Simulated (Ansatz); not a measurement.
Total energies of CH₈B₂OSi, SMILES `OBCB[SiH3]`.

Z-matrix (Å, degrees):
```
C
B 1 1.574
B 1 1.545 2 105.6
H 1 1.091 2 110.1 3 -124.5
H 1 1.098 2 104.4 3 115.3
O 2 1.354 1 118.4 3 101.7
H 2 1.202 1 121.7 3 -77.4
Si 3 2.017 1 124.4 2 -104.5
H 3 1.202 1 118.4 2 72.1
H 6 0.960 2 113.3 1 179.8
H 8 1.493 3 109.6 1 -123.7
H 8 1.493 3 110.0 1 119.0
H 8 1.490 3 114.2 1 -2.6
```

Total charge 0; spin multiplicity 1. The geometry is a stationary point of PBE0-D4/def2-TZVP. It is one conformer, not always the lowest. Basis def2-TZVPP, the Gaussian-basis code of Ansatz.

RPA on PBE orbitals: Hartree–Fock energy of these orbitals -455.73933 Eh, correlation -1.29814 Eh (frozen core).

| functional | energy without D4 (Eh) | D4 term (kJ/mol) |
| --- | --- | --- |
| LDA (SPW92) | -454.73866 | – |
| revPBE | -457.31624 | -71.4 |
| r2SCAN | -457.30474 | -6.1 |
| PBE0 | -457.10235 | -20.0 |
| B3LYP | -457.47369 | -37.6 |
| r2SCANh | -457.29706 | -6.4 |
| BHLYP | -457.34785 | -28.3 |
| ωB97X-V | -457.34070 | – |
| ωB97M-V | -457.32577 | – |
| PBE-QIDH | -456.99356 | – |

(1) Give the same for PBE, BLYP, B97M-V, r2SCAN0, HSE06 (plane-wave form), CAM-B3LYP, LC-ωPBE, B2PLYP. (Best estimate.)

B3LYP takes the VWN-RPA correlation (the form of Gaussian; ORCA's B3LYP/G). HSE06 is the plane-wave form, built on full-range PBE exchange. The double hybrids freeze the cores in their second-order part.

## Answers

(1) The calculation gave: 
```
             functional  energy without D4 (Eh)  D4 term (kJ/mol)
                    PBE              -457.04667             -23.4
                   BLYP              -457.35650             -51.2
                 B97M-V              -457.36211                 –
                r2SCAN0              -457.28664              -7.1
HSE06 (plane-wave form)              -457.08547             -18.6
              CAM-B3LYP              -457.35477             -20.3
                LC-ωPBE              -457.23061                 –
                 B2PLYP              -457.16697                 –
```

LC-ωPBE has ω = 0.4 bohr⁻¹.
